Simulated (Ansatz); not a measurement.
The geometry has C3 symmetry (within 0.05 Å) and had no frequency check at the DFT level, so a distortion to lower symmetry isn't ruled out.

CH3F3GeO3, SMILES `F[C](F)([Ge]([OH])([OH])[OH])F` (charge 0, multiplicity 1)

Method: CAM-B3LYP-D3(BJ)/def2-TZVP // B3LYP-D3(BJ)/def2-SVP in Ansatz (a program for electronic structure).

The HOMO is -10.55 eV and the dipole moment comes out as 2.88 D. The LUMO comes out as 0.49 eV and the HOMO–LUMO gap comes out as 11.05 eV. The total energy is -2642.4375 Ha and the cost is very roughly 29 core-seconds.

```xyz
11

O     -1.1335    -1.2897    -0.9049
Ge    -0.3982     0.0653    -0.0402
O     -0.6556     1.5571    -0.9530
O     -1.1320     0.2139     1.5610
C      1.5608    -0.2596     0.1597
F      2.1473     0.7352     0.8462
F      1.7952    -1.4075     0.8170
F      2.1609    -0.3419    -1.0394
H     -1.4926    -1.0218    -1.7627
H     -1.0826     2.2418    -0.4190
H     -1.7697    -0.4926     1.7355
```
